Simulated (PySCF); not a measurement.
Compound: [ReO4]- (charge -1 and singlet state).
Geometry (PBE0-D3(BJ)/def2-SVP, Å), atoms numbered from 1 in this order:
```xyz
5
ReO4 angstrom
Re     0.014   -0.022   -0.012
O      0.029   -0.040    1.717
O      1.640   -0.042   -0.601
O     -0.782    1.409   -0.568
O     -0.826   -1.415   -0.598
```

The calculation used PySCF, PBE0-D3(BJ)/def2-SVP geometry optimisation, gas phase, def2 core potentials past Kr.

**Question.** Which atoms are bound to Re1, and at what distances?

**Answer.** 4 atoms: O3 1.729 Å, O5 1.729 Å, O2 1.729 Å, O4 1.729 Å.

**Question.** What is the shape at Re1?

**Answer.** Tetrahedral: angles from 109.4° to 109.5°; τ4 = (360° − α − β)/141° = 1.00 with α and β the two widest (0 for a square, 1 for a tetrahedron).

**Question.** What are the rotational constants (commonest isotopes, rigid rotor)?

**Answer.** A = 3964, B = 3963, C = 3960 MHz: a spherical top.

Point group: Td (every atom within 0.08 Å of its image). Charge -1, singlet. PBE0-D3(BJ)/def2-SVP frequencies: not computed here.

Time: 24 s of wall time; peak memory 0.34 GiB. Hardware: one thread of an Arm Neoverse V1, shared host. This is the geometry optimisation.
